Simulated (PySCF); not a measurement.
**C₅H₁₂N₂Si: full NMR table**

| Quantity | Value |
| --- | --- |
| Formula | C5H12N2Si |
| SMILES | C=CCN([SiH3])/N=C/C |
| InChI | InChI=1S/C5H12N2Si/c1-3-5-7(8)6-4-2/h3-4H,1,5H2,2,8H3/b6-4+ |
| Point group of the computed structure | C1 |
| Degrees of unsaturation | 2 |
| Carbon signals | 5 |
| Proton signals | 7 |

Molfile (atoms numbered from 1):
```
C5H12N2Si
     RDKit          3D

 20 19  0  0  0  0  0  0  0  0999 V2000
   -3.1816   -1.8964   -0.0214 C   0  0  0  0  0  0  0  0  0  0  0  0
   -1.9045   -1.8683    0.3610 C   0  0  0  0  0  0  0  0  0  0  0  0
   -1.2524   -0.7247    1.0777 C   0  0  0  0  0  0  0  0  0  0  0  0
   -0.0925   -0.2047    0.3668 N   0  0  0  0  0  0  0  0  0  0  0  0
   -0.2792    0.9099   -0.9901 Si  0  0  0  0  0  4  0  0  0  0  0  0
    1.0623   -0.8130    0.7127 N   0  0  0  0  0  0  0  0  0  0  0  0
    2.1421   -0.5920    0.0683 C   0  0  0  0  0  0  0  0  0  0  0  0
    3.4203   -1.2375    0.4779 C   0  0  0  0  0  0  0  0  0  0  0  0
   -3.6034   -2.7550   -0.5509 H   0  0  0  0  0  0  0  0  0  0  0  0
   -3.8565   -1.0587    0.1853 H   0  0  0  0  0  0  0  0  0  0  0  0
   -1.2433   -2.7142    0.1354 H   0  0  0  0  0  0  0  0  0  0  0  0
   -1.9818    0.0851    1.2417 H   0  0  0  0  0  0  0  0  0  0  0  0
   -0.8883   -1.0501    2.0658 H   0  0  0  0  0  0  0  0  0  0  0  0
    0.6419    2.0762   -0.8305 H   0  0  0  0  0  0  0  0  0  0  0  0
   -1.6983    1.3566   -0.9444 H   0  0  0  0  0  0  0  0  0  0  0  0
    0.0180    0.2743   -2.3124 H   0  0  0  0  0  0  0  0  0  0  0  0
    2.1734    0.0839   -0.8078 H   0  0  0  0  0  0  0  0  0  0  0  0
    4.1773   -0.4857    0.7588 H   0  0  0  0  0  0  0  0  0  0  0  0
    3.8509   -1.8325   -0.3448 H   0  0  0  0  0  0  0  0  0  0  0  0
    3.2419   -1.8961    1.3385 H   0  0  0  0  0  0  0  0  0  0  0  0
  1  2  2  0
  2  3  1  0
  3  4  1  0
  4  5  1  0
  4  6  1  0
  6  7  2  0
  7  8  1  0
  1  9  1  0
  1 10  1  0
  2 11  1  0
  3 12  1  0
  3 13  1  0
  5 14  1  0
  5 15  1  0
  5 16  1  0
  7 17  1  0
  8 18  1  0
  8 19  1  0
  8 20  1  0
M  END
```

PySCF 2.14.0 with density-fitted response routines calculation with geometry: PBE0-D3(BJ)/def2-SVP and NMR shieldings at CAM-B3LYP/pcSseg-1/GIAO; no solvent, relativity neglected, rapidly exchanging positions averaged, one computed conformer.

References, each an isolated molecule treated in the same way: $^{1}$H and $^{13}$C and $^{29}$Si vs TMS; NH3 for $^{15}$N.

| carbon | δC, type | δH (multiplicity) | HMBC from (2–3 bonds) | span of the C tensor (ppm) |
| --- | --- | --- | --- | --- |
| C1 | 124.3, CH2 | H9 5.16 (m); H10 5.25 (m) | H11, H12/H13 | 212 |
| C2 | 151.1, CH | 6.11 (m) | H10, H9, H12/H13 | 255 |
| C3 | 63.4, CH2 | 3.69 (d) | H11, H10, H9, H14/H15/H16 | 45 |
| C7 | 135.7, CH | 6.58 (q) | H18/H19/H20 | 164 |
| C8 | 21.7, CH3 | 1.99 (d) | H17 | 40 |

Other nuclei:
```
      atoms    nucleus                        environment  δ (ppm)  σ (ppm)
H14/H15/H16    $^{1}$H  hydrogen on a silicon bonded to N     4.41    26.92
        Si5  $^{29}$Si           silicon bonded to N, 3 H    -63.6    407.0
         N6   $^{15}$N                     imine nitrogen    407.3   -140.1
         N4   $^{15}$N          nitrogen bonded to O or N    125.6    141.7
```

- Carbon types of the structure: 2 × CH, 2 × CH2, 1 × CH3, leaving 3 H on heteroatoms.
- δC 151.1: alkene CH; as expected for a trigonal carbon in a double bond.
- δC 135.7: C=N carbon.
- δC 124.3: terminal =CH2 carbon; an sp2 carbon of a C=C bond.
- δC 63.4: allylic sp3 CH2 bonded to N; deshielded by the electronegative neighbour.
- δH 6.11: hydrogen on an alkene CH; olefinic region.

Shifts are as computed, not scaled to solution data. Of 1313 compounds with measured shifts, 239 miss one by over three times the rms of a fit or turn the order of signals round; such compounds aren't used in these exercises. Experimental scales use liquid or dissolved standards, which lie at an offset from isolated NH3 (liquid NH3: subtract about 20 ppm). Unscaled 15N shifts of sp2 nitrogen come out 20 to 40 ppm too high even then. Multiplicities follow the n + 1 count of equivalent neighbours, as no J values were calculated; m marks all less simple cases, F and P coupling included.
